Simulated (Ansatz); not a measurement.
A nudged elastic band was laid between two geometries of AlBrClF$_{2}$H (6 atoms, charge 0, multiplicity 1).

These are results of RKS r2SCAN-D4/def2-SVP (Ansatz 0.2.0), not measurements.

```
movable images  : 9
climbing image  : yes
spring          : 20.0 eV/Å²
optimiser       : quadratic models (default)
start path      : through a guess of the saddle point
force threshold : 0.03 eV/Å
iteration limit : 60
end points      : relaxed
```

Image 0:

```xyz
6
Properties=species:S:1:pos:R:3
Al 0.002 -0.008 0.160
Cl -0.011 0.667 2.154
F 1.419 0.090 -0.692
F -1.426 -0.008 -0.679
Br 0.094 -2.595 0.788
H 0.098 -2.174 2.157
```

Image 10:

```xyz
6
Properties=species:S:1:pos:R:3
Al 0.020 -0.540 -0.128
Cl 0.014 0.098 2.309
F 1.416 0.225 -0.584
F -1.432 0.127 -0.565
Br 0.099 -2.768 0.256
H 0.060 -1.170 2.599
```

(1) What changes between the two ends?

(2) Give the energies along the band, and the barrier.

(3) What is the geometry of the highest image?

Results:

(1) Bonds broken: Br5–H6. Bonds formed: Cl2–H6.

(2) It converged. The highest image is number 5 of 0 to 10, 0.131 eV above the first end and 0.146 eV above the last; the last end lies 0.015 eV below the first. Another band between the same ends (9 images) ends at a top of the same energy, where a vibrational analysis finds 1 clearly imaginary mode. The orbitals stay closed-shell, which can raise the energy where a bond breaks towards radicals; this wasn't checked here.

```
image  path coordinate (Å)  energy (eV)  Br5–H6 (Å)  Cl2–H6 (Å)
    0                 0.00        0.000        1.43        2.84
    1                 0.20        0.008        1.44        2.59
    2                 0.39        0.029        1.45        2.35
    3                 0.59        0.060        1.48        2.11
    4                 0.79        0.103        1.54        1.88
    5                 0.99        0.131        1.67        1.65
    6                 1.18        0.097        1.87        1.47
    7                 1.38        0.046        2.10        1.37
    8                 1.58        0.013        2.34        1.33
    9                 1.78       -0.007        2.59        1.31
   10                 1.97       -0.015        2.84        1.30
```

(3) 
```xyz
6
Properties=species:S:1:pos:R:3
Al 0.014 -0.303 0.082
Cl 0.010 0.187 2.273
F 1.435 0.125 -0.645
F -1.443 0.030 -0.624
Br 0.097 -2.631 0.816
H 0.065 -1.436 1.986
```

Time of the run: 3.4 min on 4 threads of Arm Neoverse V1, with other jobs on the host, peak memory 0.18 GiB.
